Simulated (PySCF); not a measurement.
C8H15PS.
Atom-mapped SMILES: `[CH3:1][CH2:2][C:3]1=[C:4]([CH3:5])[CH2:6][CH2:7][P@@:8]1([CH3:9])=[S:10]` (hydrogens: H11, H12, H13 on C1; H14, H15 on C2; H16, H17, H18 on C5; H19, H20 on C6; H21, H22 on C7; H23, H24, H25 on C9)

Geometry (PBE0-D3(BJ)/def2-SVP, Å), atoms numbered from 1 in this order:
```
atom  x, y, z in Å
C1    -2.5925   -1.1544    0.2057
C2    -1.4943   -1.0195   -0.8473
C3    -0.3267   -0.2295   -0.3398
C4    -0.1371    1.1047   -0.3742
C5    -1.0578    2.0978   -1.0012
C6     1.1332    1.6249    0.2623
C7     1.7431    0.5282    1.1388
P8     1.0485   -1.0529    0.5123
C9     2.1781   -1.6064   -0.8099
S10    0.6252   -2.4662    1.7911
H11   -2.1901   -1.6403    1.1070
H12   -3.4324   -1.7574   -0.1728
H13   -2.9824   -0.1667    0.4946
H14   -1.8948   -0.5587   -1.7657
H15   -1.1505   -2.0289   -1.1303
H16   -1.9030    1.6231   -1.5174
H17   -0.5159    2.7283   -1.7254
H18   -1.4625    2.7798   -0.2345
H19    0.9246    2.5380    0.8454
H20    1.8352    1.9366   -0.5336
H21    1.3973    0.6028    2.1805
H22    2.8425    0.5149    1.1463
H23    3.0897   -2.0064   -0.3428
H24    1.6915   -2.4187   -1.3675
H25    2.4252   -0.7805   -1.4937
```

All values: PBE0/pcSseg-1 (PySCF, non-relativistic), on one gas-phase PBE0-D3(BJ)/def2-SVP geometry that isn't relaxed in the solvent. The solvent is an IEF-PCM continuum (cavity from Bondi-type radii × 1.2). The model holds no explicit solvent molecules, cavitation or dispersion.

Gas phase at PBE0/pcSseg-1: HOMO -6.15 eV, LUMO -0.38 eV, dipole 5.41 D.

Problem. What does the continuum do to the energy, the frontier levels and the dipole at PBE0/pcSseg-1 in chloroform and dichloromethane?

Solution. 
```csv
solvent,ε,E(solvent) − E(gas) (kJ/mol),polarisation term (kJ/mol),distortion of the solute (kJ/mol),HOMO (eV),LUMO (eV),dipole (D)
chloroform,4.711,-26.81,-32.63,5.82,-6.47,-0.23,7.21
dichloromethane,8.93,-32.39,-41.05,8.66,-6.55,-0.21,7.62
```

Polarisation term: ½ Σ q·V over the induced surface charges. Distortion: the rise of the solute's own energy as its density leaves the gas-phase optimum. From chloroform to dichloromethane the lowering changes by a factor 1.21, Onsager's factor (ε − 1)/(2ε + 1) by 1.18 and ε itself by 1.9.

Problem. Which radius a makes the point-dipole formula ΔE = −[(ε − 1)/(2ε + 1)]·μ²/a³ give the value in dichloromethane, with the gas-phase dipole?

Solution. μ = 2.128 au and |ΔE| = 0.01234 Eh give a = 2.84 Å; the farthest nucleus lies 3.83 Å from the centroid of the nuclei, so such a sphere wouldn't even hold the nuclei. The formula assumes a rigid point dipole at the centre of a sphere.

Problem. Give the dipole vector in the frame of the coordinates (D, pointing from negative to positive charge), gas and dichloromethane.

Solution. Gas (0.62, 4.22, -3.32), solvent (1.04, 5.95, -4.64). Its length changes by +41 % and its direction by 1°.

Problem. Which IAO charges (PBE0/pcSseg-1) respond most in chloroform (means over atoms taken as equivalent)?

Solution. 
| atoms | environment | gas (e) | solvent (e) | change |
| --- | --- | --- | --- | --- |
| S10 | sulfur bonded to P | -0.637 | -0.703 | -0.066 |
| C4 | fully substituted alkene carbon | +0.028 | +0.037 | +0.009 |
| H20 | methylene hydrogen | +0.141 | +0.150 | +0.009 |
| H22 | methylene hydrogen | +0.155 | +0.164 | +0.009 |
| H19 | methylene hydrogen | +0.143 | +0.151 | +0.008 |
| H14 | methylene hydrogen | +0.132 | +0.139 | +0.007 |
| C3 | fully substituted alkene carbon | -0.259 | -0.265 | -0.006 |
| H23/H24/H25 | methyl hydrogen | +0.163 | +0.169 | +0.006 |

Problem. Which Mayer bond orders change most in chloroform?

Solution. 
| bond | length (Å) | gas | solvent | change |
| --- | --- | --- | --- | --- |
| P8–S10 | 1.952 | 1.740 | 1.627 | -0.113 |
| C7–P8 | 1.837 | 0.890 | 0.910 | +0.020 |
| P8–C3 | 1.815 | 0.859 | 0.879 | +0.020 |
| P8–C9 | 1.825 | 0.962 | 0.981 | +0.019 |
| C2–C3 | 1.498 | 1.073 | 1.067 | -0.006 |
| C3–C4 | 1.348 | 1.758 | 1.753 | -0.005 |
| C6–H20 | 1.106 | 0.923 | 0.918 | -0.005 |
| C4–C5 | 1.492 | 1.116 | 1.121 | +0.005 |

Problem. How do the nuclear quadrupole coupling constants eQVzz/h respond in chloroform?

Solution. 
```
   nucleus  Q (barn)  gas (MHz)  solvent (MHz)  η gas  η solvent
33S at S10  -0.06781     -36.70         -35.57   0.14       0.12
```

On one thread, Arm Neoverse N1 (aarch64), no GPU, shared host with 64 logical CPUs at a one-minute load of 61, this took 2.3 min and 1.5 GiB of memory at its peak. This is the whole shielding run at PBE0/pcSseg-1 in dichloromethane, SCF included.
